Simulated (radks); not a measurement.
Values are calculated unless marked as measured or tabulated.
Be+, 3 electrons, occupied as [He] 2s1 (the NIST ground configuration).

Level of theory: scalar-relativistic Kohn-Sham, PBE, spin-polarised, spherical densities, finite nucleus; open shells are filled with parallel spins first; Fermi nuclear charge, rms radius 2.519 fm (a radial shooting solver on a logarithmic mesh with Libxc functionals).

Energy parts (eV):
| part | energy |
|---|---|
| total | -389.182 |
| kinetic | 387.954 |
| electron-nucleus | -867.175 |
| Hartree | 158.634 |
| exchange-correlation | -68.595 |

Orbitals (lengths in bohr, moments of r in powers of bohr; r(90%) holds 90 % of the orbital's charge):
orbital,occ.,eigenvalue (eV),r(90%)
1s up,1,-117.8216,0.757
1s down,1,-117.3111,0.757
2s up,1,-14.4744,3.48
2p up,0,-10.4454,3.80

The highest occupied level is 2s up at -14.474 eV. Spin moment in Bohr magnetons: 1. Summed over all electrons, <r^2> = 6.445 bohr^2, which gives a Langevin (diamagnetic) susceptibility term of -5.1 x 10^-6 cm^3/mol. The density falls to 0.001 e/bohr^3 at r = 3.43 bohr. The electron density at the nucleus is 35.69 e/bohr^3 (large components only). The spin density at the nucleus is 0.9819 e/bohr^3 (1s 0.0185, 2s 0.9634). For comparison, the ionisation energy in NIST's Atomic Spectra Database is 18.211 eV (measured). In exact Kohn-Sham theory the highest level is minus the ionisation energy, but local and semilocal functionals leave it too shallow, through self-interaction and a potential that decays too fast; potentials with the right tail come closer.
